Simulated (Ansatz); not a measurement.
Reaction (formal hydrolysis of a C–C bond): `CCCCCCCO` + H₂O → `OCCCO` + `CCCC`

Computed with Ansatz on PBE0-D4/def2-TZVP structures; ΔE is electronic, products minus reactants. CCSD(T)/CBS adds triple-zeta CCSD(T) − MP2 to the extrapolated MP2 energy (def2 sets, frozen cores). This one scheme is used for every species. One conformer a species, not always the lowest.

```tsv
species	CCSD(T)/def2-TZVPP energy (Eh)
`CCCCCCCO`	-350.99997
H₂O	-76.33701
`OCCCO`	-269.16425
`CCCC`	-158.15595
```

(1) Work out ΔE.

Largest T1 diagnostic among the species: 0.010.

Results:

(1) ΔE = (-269.16425) + (-158.15595) − (-350.99997) − (-76.33701) = 0.01678 Eh = +0.46 eV. CCSD(T)/CBS gives +0.50 eV.

From BLYP to BHLYP (50 % exact exchange), in def2-TZVPP and without D4, ΔE moves by +0.09 eV. In def2-TZVPP, CCSD(T) changes the Hartree–Fock value by +0.25 eV (the triples alone add +0.02 eV) and MP2 by +0.32 eV.
